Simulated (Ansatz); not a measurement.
**Cost against result**

The pair of HF (SMILES F, atoms 1–2) and CH3I (SMILES CI, atoms 3–7), both closed shells, in one local arrangement (a lower one may exist), relaxed at PBE0-D4/def2-TZVP:

```csv
atom,x (Å),y (Å),z (Å)
F1,0.7303,-0.0412,-2.3951
H2,-0.1320,-0.0674,-2.0440
C3,0.0816,0.0297,1.0071
I4,-1.7568,-0.0409,-0.0734
H5,0.1810,-0.9116,1.5382
H6,0.8730,0.1614,0.2756
H7,0.0229,0.8701,1.6915
```

Interaction energies are counterpoise-corrected; the time is that of the whole pair.

Computed with Ansatz 0.2.0 (basis: as named in each row); correlated methods freeze the cores. Filled d shells of the heavier atoms are correlated. Core potentials replace the inner electrons of the atoms past krypton. The def2 sets are not built for correlating such inner shells, so the correlated values are less sure here. B3LYP uses VWN-RPA correlation. Extrapolation: Hartree–Fock as exp(−7.88 √X), correlation as X^−2.97.

Times are rough, for one single point on 4 threads of a shared host (AMD EPYC 9R45).

The estimate by CCSD(T) at an estimated basis limit (MP2 extrapolated from triple and quadruple zeta, plus CCSD(T) − MP2 in triple zeta) is -17.0 kJ/mol.

```
   method        basis  time (s)  interaction energy (kJ/mol)  method less estimate
    SPW92     def2-SVP   under 1                        -27.2                 -10.2
   PBE-D4     def2-SVP   under 1                        -18.9                  -1.9
  PBE0-D4     def2-SVP   under 1                        -17.1                  -0.2
   PBE-D4  def2-TZVPPD   under 1                        -22.0                  -5.0
revPBE-D4  def2-TZVPPD   under 1                        -18.5                  -1.5
  BLYP-D4  def2-TZVPPD   under 1                        -18.8                  -1.8
  PBE0-D4  def2-TZVPPD   under 1                        -20.2                  -3.2
  CCSD(T)     def2-SVP   under 1                         -6.3                  10.6
 B3LYP-D4  def2-TZVPPD   under 1                        -18.8                  -1.8
r2SCAN-D4  def2-TZVPPD   under 1                        -20.7                  -3.7
 HSE06-D4  def2-TZVPPD   under 1                        -20.2                  -3.2
  wB97M-V     def2-SVP   under 1                        -14.8                   2.2
   B2PLYP  def2-TZVPPD         1                        -14.8                   2.2
   B97M-V  def2-TZVPPD         2                        -18.7                  -1.7
  wB97X-V  def2-TZVPPD         2                        -18.1                  -1.2
  wB97M-V  def2-TZVPPD         2                        -18.0                  -1.0
      MP2  def2-QZVPPD         3                        -16.5                   0.5
  CCSD(T)  def2-TZVPPD        20                        -14.4                   2.5
```

No T1 diagnostic of these runs exceeds 0.011.
